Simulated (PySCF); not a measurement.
# How methods differ on the excitation energy of Cr

Cr [Ar] 3d5 4s1 (7S) → Cr [Ar] 3d4 4s2 (5D), as a difference of total energies. Computed with PySCF 2.14 in aug-cc-pVTZ with one added diffuse shell each of s, p, d, f, g type (9s8p6d4f3g, 118 functions), with the non-relativistic Hamiltonian (point nucleus). Correlated levels: valence: [Ar] frozen. The calculations carry no spin-orbit coupling.

```csv
method,excitation energy (eV)
UHF,1.073
LDA,2.141
PBE,2.068
PBE0,1.812
r2SCAN,2.170
TPSS,1.985
wB97X,0.877
TPSSh,1.876
MP2 (valence),1.219
SCS-MP2 (valence),0.263
```

**Question.** How much does correlation contribute at MP2 (valence)?

**Answer.** 1.219 − (1.073) = 0.146 eV, measured against UHF.

These non-relativistic numbers lack the scalar-relativistic shift.

Errors of the correlated levels include the incompleteness of this basis and the frozen core.

For comparison: 1.003 eV (measured; NIST levels, between the centres of gravity of the two terms).
